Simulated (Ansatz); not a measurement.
## Ansatz (development build ahead of 0.2.0) run

```yaml
crystal:
  periodic: [false, false, false]
  atoms:
    - { symbol: H, position_ang: [0.00402, 0.00791, -1.34372] }
    - { symbol: Be, position_ang: [0.00685, 0.00076, -0.00725] }
    - { symbol: H, position_ang: [0.00025, -0.00582, 1.34723] }
basis:
  gaussian: { orbitals: STO-3G }
hamiltonian:
  xc: hf
correlation:
  method: mp2
  frozen_orbitals: { Be: 0, H: 0 }
```

The input is written out in the form of the current development build from the run's settings.

Output:

```json
{
 "Converged": "yes",
 "Reference energy": "-15.55890 hartree",
 "Correlation energy": "-0.02362 hartree",
 "Total energy": "-15.58253 hartree",
 "Spin squared of the determinant": "0.000"
}
```
